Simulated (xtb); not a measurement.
acetonitrile (C₂H₃N), singlet, geometry from GFN2-xTB; GFN0-xTB (xtb).

xtb was given this input:
```
$ xtb mol.xyz --gfn 0 --etemp 10000 --json

# file mol.xyz
6

C     -0.01475717     0.01116275    -1.16276182
C      0.00347482    -0.00262846     0.27379184
N      0.01797420    -0.01359621     1.41624111
H     -0.00999740     1.04135020    -1.51688517
H      0.86504779    -0.50670455    -1.54285244
H     -0.91317570    -0.49067797    -1.52013028
```

The log (banner, timings and long lists left out):

```
   ID    Z sym.   atoms
    1    6 C      1, 2
    2    7 N      3
    3    1 H      4-6

           -------------------------------------------------
          |                Calculation Setup                |
           -------------------------------------------------

           -------------------------------------------------
          |                 G F N 0 - x T B                 |
           -------------------------------------------------

          ...................................................
          :                      SETUP                      :
          :.................................................:
          :  # basis functions                  18          :
          :  # atomic orbitals                  18          :
          :  # shells                           12          :
          :  # electrons                        16          :
          :  electronic temp.        10000.0000000     K    :
          :  accuracy                    1.0000000          :
          :  -> integral cutoff          0.2500000E+02      :
          :  -> integral neglect         0.1000000E-07      :
          ...................................................

         :::::::::::::::::::::::::::::::::::::::::::::::::::::
         ::                     SUMMARY                     ::
         :::::::::::::::::::::::::::::::::::::::::::::::::::::
         :: total energy              -8.830173657441 Eh    ::
         :: gradient norm              0.051421093004 Eh/a0 ::
         :: HOMO-LUMO gap              6.798052411055 eV    ::
         ::.................................................::
         :: H0 energy                 -8.941981317754 Eh    ::
         :: repulsion energy           0.176823413322 Eh    ::
         :: electrostat energy        -0.053727995239 Eh    ::
         :: -> Gsolv                   0.000000000000 Eh    ::
         ::    -> Gsasa                0.000000000000 Eh    ::
         ::    -> Gshift               0.000000000000 Eh    ::
         :: dispersion energy         -0.000813212788 Eh    ::
         :: short-range corr.         -0.010474544983 Eh    ::
         :: add. restraining           0.000000000000 Eh    ::
         :: total charge               0.000000000000 e     ::
         :::::::::::::::::::::::::::::::::::::::::::::::::::::

           -------------------------------------------------
          |                Property Printout                |
[...]
        12        0.0005           -0.0887289              -2.4144
        13        0.0005           -0.0887289              -2.4144
        14        0.0000            0.0916492               2.4939
        15                          0.2708838               7.3711
        16                          0.2708838               7.3711
        17                          0.3406589               9.2698
        18                          1.0362108              28.1967
      -------------------------------------------------------------
                  HL-Gap            0.2498238 Eh            6.7981 eV
             Fermi-level            0.0000000 Eh            0.0000 eV

     #   Z          covCN         q      C6AA      α(0)
     1   6 C        3.754    -0.480    35.210     8.563
     2   6 C        1.890     0.519    20.896     7.374
     3   7 N        0.911    -0.629    36.916     8.795
     4   1 H        0.925     0.196     1.117     1.653
     5   1 H        0.925     0.196     1.117     1.653
     6   1 H        0.925     0.196     1.117     1.653

 Mol. C6AA /au·bohr⁶  :        389.061242
 Mol. C8AA /au·bohr⁸  :       9202.893280
 Mol. α(0) /au        :         29.689807

Wiberg/Mayer (AO) data.
largest (>0.10) Wiberg bond orders for each atom

 ---------------------------------------------------------------------------
     #   Z sym  total        # sym  WBO       # sym  WBO       # sym  WBO
 ---------------------------------------------------------------------------
     1   6 C    3.940 --     2 C    1.046     5 H    0.946     6 H    0.946
                             4 H    0.946
     2   6 C    3.688 --     3 N    2.614     1 C    1.046
     3   7 N    2.732 --     2 C    2.614
     4   1 H    0.974 --     1 C    0.946
     5   1 H    0.974 --     1 C    0.946
     6   1 H    0.974 --     1 C    0.946
 ---------------------------------------------------------------------------

Topologies differ in total number of bonds
Writing topology from bond orders to xtbtopo.mol

 dipole moment from electron density (au)
     X       Y       Z
  -0.0283   0.0214  -2.2272  total (Debye):    5.662

           -------------------------------------------------
          | TOTAL ENERGY               -8.830173657441 Eh   |
          | GRADIENT NORM               0.051421093004 Eh/α |
          | HOMO-LUMO GAP               6.798052411055 eV   |
           -------------------------------------------------

normal termination of xtb
```
